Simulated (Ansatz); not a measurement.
Ideal-gas functions of C₂H₄F₂Si (`F[C@H]1C[Si@@H]1F`) at 400 K and 1 bar, from an Ansatz frequency run at PBE0-D4/def2-TZVP.

Molar mass 94.14 g/mol, point group C1 (symmetry number 1), electronic degeneracy 1, moments of inertia 53.302, 209.518, 227.775 u Å². Harmonic wavenumbers (cm⁻¹, unscaled): 153, 202, 265, 405, 553, 640, 682, 723, 786, 870, 937, 960, 1029, 1131, 1160, 1350, 1402, 2297, 3114, 3128, 3204.

Use S(trans) = R[1.5 ln M + 2.5 ln T − 1.1517]; rotational temperatures θ = 24.2544 K / I; S(rot) = R[ln(√π/σ · √(T³/θAθBθC)) + 1.5]; for each mode x = 1.438777 ν̃/T, S = R[x/(eˣ − 1) − ln(1 − e⁻ˣ)] and H = RT x/(eˣ − 1); 1 cm⁻¹ = 0.0119627 kJ/mol; R = 8.31446 J/(mol·K).

Task: By hand: the entropy, in J/(mol·K).

Result: Translation 171.6. Rotation: θ = 0.455, 0.1158, 0.1065 K, giving 113.5. Vibration, mode by mode: 13.38, 11.15, 9.02, 5.88, 3.84, 3.00, 2.67, 2.38, 1.99, 1.56, 1.29, 1.21, 0.99, 0.73, 0.67, 0.38, 0.33, 0.02, 0.00, 0.00, 0.00, in all 60.5. Electronic 0.0. Sum 345.6 J/(mol·K).

Task: By hand: H − E and G − E in kJ/mol, counted from the electronic energy.

Result: Zero-point energy ½ × 24991 × 0.0119627 = 149.5; thermal vibration 14.4; translation, rotation and pV give 4 RT = 13.3. H − E = 177.2 kJ/mol, and G − E = 177.2 − 400 × 345.6/1000 = 39.0 kJ/mol.

Vibration gives 18 % of the entropy. The sum counts one conformer and one mirror image; others add a mixing term.
